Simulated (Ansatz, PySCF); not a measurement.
GaCl3, SMILES [Cl][Ga]([Cl])[Cl]. Atoms are numbered in the order given.

```xyz
4

Ga     0.0000     0.0000     0.0000
Cl    -2.1205     0.0000     0.0000
Cl     1.0602     1.8365     0.0000
Cl     1.0602    -1.8365     0.0000
```
Charge 0, spin multiplicity 1.

The structure is a stationary point at PBE0-D3(BJ)/def2-SVP. The isomer is the one that the SMILES or the coordinates give; other isomers of the formula were not compared.

Two levels are set side by side: PBE-D3(BJ)/def2-SVP (Ansatz, an electronic-structure program) and PBE0-D3(BJ)/def2-SVP (Ansatz). Each level has its own optimised geometry; the coordinates shown are those of the second. Frequencies come from the Hessian of PySCF at each geometry. Differences are taken from unrounded values.

```tsv
quantity	PBE0-D3(BJ)	PBE-D3(BJ)	PBE-D3(BJ) minus PBE0-D3(BJ)
mean bond length (Å)	2.121	2.138	0.018
bond Ga1–Cl2 (Å)	2.121	2.138	0.018
bond Ga1–Cl3 (Å)	2.121	2.138	0.018
bond Ga1–Cl4 (Å)	2.121	2.138	0.018
highest harmonic wavenumber (cm⁻¹)	476	456	-19
mean harmonic wavenumber (cm⁻¹)	286	274	-12
zero-point energy (kcal/mol)	2.45	2.35	-0.11
```

GGA bonds tend to be longer and softer than those of functionals with exact exchange. Differences between two approximate levels are no errors against the true value.
